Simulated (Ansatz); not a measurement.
Relaxation of B2H6SSi (10 atoms, charge 0, multiplicity 1), to a largest force component of 0.02 eV/Å in at most 40 steps.

Computed with Ansatz, RHF/def2-SVP.

```xyz
10
Properties=species:S:1:pos:R:3:forces:R:3
B -1.440 1.074 -0.549 -0.90 0.60 -0.15
B -0.035 0.284 -0.597 1.03 -0.39 -0.48
Si 0.465 -0.705 1.049 0.50 -0.62 0.92
S 1.077 0.196 -1.984 0.14 0.02 -0.29
H -1.532 2.178 -0.155 0.10 0.68 0.24
H -2.467 0.558 -0.795 -0.58 -0.45 -0.19
H 1.915 -0.985 1.095 0.26 0.05 -0.10
H -0.188 -2.022 1.111 -0.29 -0.25 -0.12
H 0.144 -0.018 2.306 -0.19 0.29 0.24
H 2.061 -0.560 -1.480 -0.06 0.07 -0.07
```

Task: Where does it end, and by what steps?

Result: The run converged. After 6 steps the energy has fallen by 0.166 eV; H10 moved furthest, 0.13 Å.

| step | energy less start (eV) | largest force component (eV/Å) | accepted |
| --- | --- | --- | --- |
| 0 | 0.0000 | 1.035 | yes |
| 1 | -0.1460 | 0.359 | yes |
| 2 | -0.1427 | 0.506 | no |
| 3 | -0.1626 | 0.167 | yes |
| 4 | -0.1643 | 0.099 | yes |
| 5 | -0.1661 | 0.023 | yes |
| 6 | -0.1662 | 0.009 | yes |

```xyz
10
Properties=species:S:1:pos:R:3
B -1.480 1.107 -0.581
B -0.019 0.257 -0.540
Si 0.522 -0.775 1.146
S 1.019 0.243 -2.005
H -1.538 2.262 -0.252
H -2.510 0.569 -0.889
H 1.982 -1.049 1.167
H -0.198 -2.077 1.164
H 0.165 -0.040 2.387
H 2.055 -0.497 -1.597
```

Whether the end is a true minimum wasn't checked by a vibrational analysis.

Time of the run: 7.8 s on 1 thread of Intel(R) Xeon(R) 6975P-C (Granite Rapids), with other jobs on the host, peak memory 0.18 GiB.
